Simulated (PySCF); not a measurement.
Potential energy curve for HI, singlet.

UKS-r2SCAN = unrestricted r2SCAN/def2-TZVP, def2 effective core potentials past Kr in PySCF; UHF/def2-TZVP, def2 effective core potentials past Kr (PySCF); UCCSD(T) = CCSD(T) on UHF/def2-TZVP, 4 core orbitals frozen, def2 effective core potentials past Kr in PySCF.

Energies relative to the lowest point of each curve near equilibrium, in kcal/mol:

| R / Å | UKS-r2SCAN | UHF |
|---|---|---|
| 1.28 | 43.7 | 43.1 |
| 1.47 | 5.7 | 5.0 |
| 1.57 | 0.4 | 0.2 |
| 1.75 | 3.6 | 4.8 |
| 1.98 | 18.5 | 22.3 |
| 2.19 | 35.1 | 36.7 |
| 2.68 | 63.3 | 49.0 |
| 2.91 | 69.5 | 50.8 |
| 3.51 | 76.3 | 52.2 |
| 3.97 | 77.8 | 52.4 |
| 4.33 | 78.2 | 52.5 |
| 4.81 | 78.4 | 52.5 |

**Question.** What does UCCSD(T) give at the same points?

**Answer.** 1.28: 43.5; 1.47: 5.5; 1.57: 0.3; 1.75: 3.8; 1.98: 18.4; 2.19: 34.4; 2.68: 64.2; 2.91: 70.9; 3.51: 75.3; 3.97: 75.7; 4.33: 75.8; 4.81: 75.9 (kcal/mol).

The unrestricted determinant behind UKS-r2SCAN is spin-contaminated at 2.42 to 6.44 Å (<S²> up to 1.0, against 0.00 for a pure singlet). The unrestricted determinant behind UHF, UCCSD(T) is spin-contaminated at 2.19 to 6.44 Å (<S²> up to 1.0, against 0.00 for a pure singlet).
